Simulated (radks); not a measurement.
Results of a calculation; reference values are marked as such.
All-electron atom: the tellurium ion Te+ in [Kr] 4d10 5p5 (not the ground configuration). Level of theory: scalar-relativistic Kohn-Sham, SCAN, spin-polarised, spherical densities, finite nucleus; open shells are filled with parallel spins first (spin-orbit coupling, left out, can overturn this in heavy ions); meta-GGA in the generalised Kohn-Sham scheme; Fermi nuclear charge, rms radius 4.7423 fm (a radial shooting solver on a logarithmic mesh with Libxc functionals). Some entries of the table are withheld. Estimate them.

orbital,occ.,eigenvalue (eV),<r> (bohr),<1/r> (bohr^-1)
1s up,1,-31696.12,0.02781,55.57
1s down,1,-31696.08,0.02781,55.57
2s up,1,-4888.216,0.1198,12.73
2s down,1,-4888.201,0.1198,12.73
2p up,3,-4385.569,0.1048,12.18
2p down,3,-4385.537,0.1048,12.18
3s up,1,-989.6602,0.3214,4.559
3s down,1,-989.6342,0.3214,4.559
3p up,3,-824.8708,0.3198,4.330
3p down,3,-824.8348,0.3198,4.330
3d up,5,-576.6278,0.2968,4.087
3d down,5,-576.5880,0.2968,4.087
4s up,1,-180.7895,0.7652,(1)
4s down,1,-180.7060,0.7654,(2)
4p up,3,-129.4484,(3),1.660
4p down,3,-129.3727,(4),1.660
4d up,5,-54.4273,0.9671,1.373
4d down,5,-54.2848,0.9647,1.375
5p up,3,-15.5606,2.411,0.5295
5p down,2,-14.4517,2.439,0.5249

Answer. 
(1) 4s up <1/r> (bohr^-1): 1.815
(2) 4s down <1/r> (bohr^-1): 1.814
(3) 4p up <r> (bohr): 0.8207
(4) 4p down <r> (bohr): 0.8205
